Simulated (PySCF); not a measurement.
Radial density of Sb (antimony, neutral)

r2SCAN0, [Kr] 4d10 5s1 5p4, high-spin 4P determinant (an excited configuration). Calculation: PySCF 2.14, in dyall-av2z (22s16p12d, 130 functions); no relativity, point nucleus.

```json
{"r (bohr)": "0.000533", "4πr²ρ (e/bohr)": "0.3155", "4πr²(ρα − ρβ)": "0.0001"}
{"r (bohr)": "0.000896", "4πr²ρ (e/bohr)": "0.8603", "4πr²(ρα − ρβ)": "0.0002"}
{"r (bohr)": "0.00151", "4πr²ρ (e/bohr)": "2.287", "4πr²(ρα − ρβ)": "0.0005"}
{"r (bohr)": "0.00254", "4πr²ρ (e/bohr)": "5.826", "4πr²(ρα − ρβ)": "0.0012"}
{"r (bohr)": "0.00426", "4πr²ρ (e/bohr)": "13.82", "4πr²(ρα − ρβ)": "0.0028"}
{"r (bohr)": "0.00717", "4πr²ρ (e/bohr)": "29.10", "4πr²(ρα − ρβ)": "0.0059"}
{"r (bohr)": "0.0121", "4πr²ρ (e/bohr)": "50.31", "4πr²(ρα − ρβ)": "0.0099"}
{"r (bohr)": "0.0203", "4πr²ρ (e/bohr)": "63.89", "4πr²(ρα − ρβ)": "0.0124"}
{"r (bohr)": "0.0341", "4πr²ρ (e/bohr)": "57.84", "4πr²(ρα − ρβ)": "0.0176"}
{"r (bohr)": "0.0574", "4πr²ρ (e/bohr)": "64.42", "4πr²(ρα − ρβ)": "0.0456"}
{"r (bohr)": "0.0966", "4πr²ρ (e/bohr)": "83.03", "4πr²(ρα − ρβ)": "0.0341"}
{"r (bohr)": "0.162", "4πr²ρ (e/bohr)": "59.97", "4πr²(ρα − ρβ)": "-0.0004"}
{"r (bohr)": "0.273", "4πr²ρ (e/bohr)": "68.94", "4πr²(ρα − ρβ)": "0.1155"}
{"r (bohr)": "0.460", "4πr²ρ (e/bohr)": "26.79", "4πr²(ρα − ρβ)": "0.0505"}
{"r (bohr)": "0.773", "4πr²ρ (e/bohr)": "25.31", "4πr²(ρα − ρβ)": "0.1734"}
{"r (bohr)": "1.30", "4πr²ρ (e/bohr)": "9.219", "4πr²(ρα − ρβ)": "0.3294"}
{"r (bohr)": "2.19", "4πr²ρ (e/bohr)": "2.773", "4πr²(ρα − ρβ)": "1.5635"}
{"r (bohr)": "3.68", "4πr²ρ (e/bohr)": "0.8954", "4πr²(ρα − ρβ)": "0.4474"}
{"r (bohr)": "6.19", "4πr²ρ (e/bohr)": "0.06227", "4πr²(ρα − ρβ)": "0.0113"}
{"r (bohr)": "10.4", "4πr²ρ (e/bohr)": "0.0003427", "4πr²(ρα − ρβ)": "-0.0003"}
```

A non-relativistic calculation at this Z misses sizeable relativistic shifts.
